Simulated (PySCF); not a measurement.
Si(OH)3(NH2) (H5NO3Si), SMILES N[Si](O)(O)O. Atoms are numbered in the order given.

```xyz
10

N      1.5912    -0.5831    -0.1390
Si    -0.0145     0.0095    -0.0161
O     -0.0285     1.2826     1.0504
O     -0.6131     0.5823    -1.4427
O     -1.0050    -1.2401     0.4486
H      1.7562    -1.4349    -0.6662
H      2.3433     0.0809    -0.2943
H      0.3730     1.1269     1.9102
H     -1.5121     0.9248    -1.4174
H     -0.7236    -1.7478     1.2153
```

Geometry: ωB97X-D3(BJ)/def2-SVP. A frequency run showed that this geometry is not a minimum. One conformer was computed; it need not be the lowest.

Calculation: TDA-PBE/def2-SVPD (PySCF 2.14.0).

Vertical excitations. Isolated molecule, no solvent.

```tsv
state	energy (eV)	λ (nm)	f	main pairs
S1	5.65	220	0.031	HOMO→LUMO 100 %
S2	6.36	195	0.004	HOMO−1→LUMO 100 %
S3	6.92	179	0.040	HOMO−2→LUMO 98 %
S4	7.00	177	0.002	HOMO→LUMO+1 68 %, HOMO−3→LUMO 30 %
S5	7.04	176	0.004	HOMO→LUMO+2 99 %
S6	7.10	175	0.085	HOMO−3→LUMO 63 %, HOMO→LUMO+1 27 %
S7	7.19	172	0.018	HOMO→LUMO+3 92 %
S8	7.57	164	0.013	HOMO−4→LUMO 92 %
S9	7.66	162	0.021	HOMO−1→LUMO+1 89 %
S10	7.77	160	0.028	HOMO−5→LUMO 86 %, HOMO−1→LUMO+2 14 %
T1	5.48	226	0	HOMO→LUMO 100 %
T2	6.20	200	0	HOMO−1→LUMO 100 %
T3	6.75	184	0	HOMO−2→LUMO 99 %
T4	6.78	183	0	HOMO→LUMO+1 97 %
```
Triplets are in the Tamm–Dancoff approximation.
